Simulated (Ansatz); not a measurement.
Cs₅⁺, relaxed as a singlet with RKS r2SCAN/def2-TZVP in Ansatz, starting from the GFN1-xTB geometry. Force threshold 0.02 eV/Å.

In the def2 sets Cs takes a core potential; there is no spin–orbit coupling. The restricted singlet is unstable towards broken spin symmetry in Hartree–Fock (as tested in another run); at r2SCAN/def2-TZVP this wasn't settled. Another isomer (triplet) lies 0.03 eV lower at r2SCAN/def2-TZVP; other spin states weren't run for this one.

Start:

Cartesian coordinates in Å:
```
Cs -2.182 -0.132 5.234
Cs -3.185 0.966 1.176
Cs 0.923 -0.457 0.688
Cs 0.208 0.571 -3.447
Cs 4.236 -0.947 -3.651
```

```json
{"step": "1", "energy (eV)": "-2739.1169", "largest force component (eV/Å)": "0.528", "SCF passes": "18"}
{"step": "2", "energy (eV)": "-2739.2205", "largest force component (eV/Å)": "0.463", "SCF passes": "22"}
{"step": "3", "energy (eV)": "-2739.4855", "largest force component (eV/Å)": "0.272", "SCF passes": "22"}
{"step": "4", "energy (eV)": "-2739.6209", "largest force component (eV/Å)": "0.122", "SCF passes": "21"}
{"step": "5", "energy (eV)": "-2739.6605", "largest force component (eV/Å)": "0.014", "SCF passes": "22"}
{"step": "6", "energy (eV)": "-2739.6614", "largest force component (eV/Å)": "0.011", "SCF passes": "23"}
{"step": "7", "energy (eV)": "-2739.6628", "largest force component (eV/Å)": "0.016", "SCF passes": "22"}
{"step": "8", "energy (eV)": "-2739.6652", "largest force component (eV/Å)": "0.023", "SCF passes": "22"}
{"step": "9", "energy (eV)": "-2739.6656", "largest force component (eV/Å)": "0.008", "SCF passes": "22"}
```

Force components are those of the run's own axes.

End:

```xyz
5

Cs   -1.9767   -0.2876    5.6881
Cs   -3.8844    1.2181    1.1832
Cs    1.1358   -0.5745    0.8751
Cs    0.0116    0.7876   -4.1690
Cs    4.7137   -1.1436   -3.5774
```

By distances, no bond broke or formed. The bond that changes most is Cs3–Cs4, from 4.32 to 5.34 Å (atoms count from 1).

The force fell under the threshold at step 5, but the optimiser went on and released 0.005 eV more. No frequencies were taken in this run, so the end may be a saddle point.

It took 43 s on 4 threads of Arm Neoverse V2 on a shared host.
